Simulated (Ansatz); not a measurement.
`C1OC[SiH2]1`, relaxed with RKS PBE-D4/def2-SVP in Ansatz 0.2.0 from a rough embedded geometry. The force threshold is 0.03 eV/Å; the program also tests the step.

Total charge 0; spin multiplicity 1.

Start:

```xyz
10

C    -0.929   -0.004    0.665
O     0.145    0.774    1.131
C     1.121    0.244    0.259
Si   -0.161   -0.279   -1.024
H    -1.130   -0.907    1.297
H    -1.923    0.595    0.680
H     1.699   -0.615    0.675
H     1.851    0.961   -0.120
H    -0.522    0.839   -2.042
H    -0.150   -1.607   -1.522
```

```csv
step,energy (eV),largest force (eV/Å),largest move (Å)
1,-12079.7829,2.674,0.000
2,-12080.1417,0.964,0.128
3,-12080.1839,0.182,0.038
4,-12080.1860,0.043,0.014
5 (rejected),-12080.1859,0.065,0.028
6,-12080.1864,0.010,0.013
7,-12080.1867,0.014,0.024
```

End:

```xyz
10

C    -1.025    0.017    0.689
O     0.174    0.675    1.168
C     1.188    0.250    0.225
Si   -0.181   -0.290   -1.006
H    -1.257   -0.908    1.271
H    -1.901    0.696    0.756
H     1.812   -0.585    0.627
H     1.864    1.093   -0.034
H    -0.511    0.719   -2.074
H    -0.165   -1.666   -1.620
```

It took 13 s on 2 threads of an Arm Neoverse V1 on a shared host, with 0.12 GiB of host memory at the peak.
